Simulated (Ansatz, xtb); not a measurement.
Two isomers of C7H7Br

We compare I, `C=C1C=CC(C)=C1Br`, a singlet, with II, `BrC1=C[C@@H]2C=C[C@H]1C2`, a singlet. Both are isolated molecules in the gas phase, relaxed with PBE0-D3(BJ)/def2-SVP; the shapes shown needn't be the lowest conformers.

I (Å):

```xyz
15

C    -2.5000   -1.7897   -1.7087
C    -1.9339   -0.5732   -1.7383
C    -2.3823    0.6004   -2.4999
C    -1.5279    1.6165   -2.2427
C    -0.4776    1.1737   -1.3052
C     0.6231    2.0385   -0.8107
C    -0.7324   -0.1288   -1.0150
Br    0.2552   -1.2370    0.1202
H    -3.3984   -2.0063   -2.2916
H    -2.0740   -2.5915   -1.0997
H    -3.2567    0.6132   -3.1496
H    -1.5796    2.6271   -2.6518
H     0.2230    2.9199   -0.2827
H     1.2817    1.4913   -0.1230
H     1.2316    2.4173   -1.6484
```

II (Å):

```xyz
15

C    -0.4975   -0.0165   -2.7394
C    -0.2555   -0.7777   -1.6679
C    -0.7922    0.0166   -0.4698
C    -2.3179    0.1123   -0.6266
C    -2.5545    0.8606   -1.7080
C    -1.1878    1.2695   -2.2740
C    -0.4225    1.4444   -0.9415
Br   -0.2128   -0.4180   -4.5372
H     0.1575   -1.7849   -1.6354
H    -0.4270   -0.3068    0.5134
H    -3.0419   -0.3983    0.0093
H    -3.5137    1.1047   -2.1650
H    -1.1786    2.0950   -2.9957
H     0.6595    1.5897   -1.0781
H    -0.8456    2.2351   -0.3044
```

Quicker runs give these differences E(II) − E(I): GFN2-xTB +0.024 eV; HF/STO-3G −0.348 eV (at GFN2-xTB geometries); r2SCAN-D4/def2-SVP +0.763 eV (at GFN2-xTB geometries).

Task: Which of the two would you expect CCSD(T)/def2-SVP + ΔMP2/def2-TZVPP electronic energies to favour?

Result: Structure I; the calculation gives E(II) − E(I) = +0.591 eV.

How the difference moves with the method:

| level | geometry | E(II) − E(I) (eV) | departure from the last row (eV) | job, with rough time for the two |
| --- | --- | --- | --- | --- |
| GFN2-xTB | GFN2-xTB | +0.024 | −0.567 | optimisation, 0.15 s |
| HF/STO-3G | GFN2-xTB | −0.348 | −0.939 | single point, 0.7 s |
| r2SCAN-D4/def2-SVP | GFN2-xTB | +0.763 | +0.172 | single point, 6.9 s |
| PBE0-D3(BJ)/def2-SVP | PBE0-D3(BJ)/def2-SVP | +0.587 | −0.004 | optimisation, 49 s |
| HF/def2-SVP | PBE0-D3(BJ)/def2-SVP | +0.891 | +0.300 | part of the CCSD(T) run |
| MP2/def2-SVP | PBE0-D3(BJ)/def2-SVP | +0.469 | −0.122 | part of the CCSD(T) run |
| CCSD(T)/def2-SVP | PBE0-D3(BJ)/def2-SVP | +0.549 | −0.042 | single point |
| CCSD(T)/def2-SVP + ΔMP2/def2-TZVPP | PBE0-D3(BJ)/def2-SVP | +0.591 |  | single point, 3.6 min |

As drawn, II has 2 C–C in place of 1 C=C. Structure I has a 5-membered ring, II 2 5-membered rings.

HF/STO-3G puts the two in the other order. The largest departure from CCSD(T)/def2-SVP + ΔMP2/def2-TZVPP is that of HF/STO-3G, 0.939 eV. The last row adds to CCSD(T) the change of the MP2 difference between the two basis sets, here +0.042 eV.

With thermal terms from frequencies at re-optimised GFN2-xTB minima (ideal gas, soft modes damped towards free rotors, one conformer each, 298.15 K, 1 atm): on the last row, ΔE + ΔZPE = +0.694, ΔH = +0.641, ΔG = +0.756 eV.

The correlated steps freeze 16 core orbitals; the filled d shell of Br is correlated, in a basis made for valence electrons. Mirror images aren't counted in ΔG. Run with Ansatz 0.2.0, xtb 6.7.1; the last row on 4 threads of Arm Neoverse V1 on a shared host.
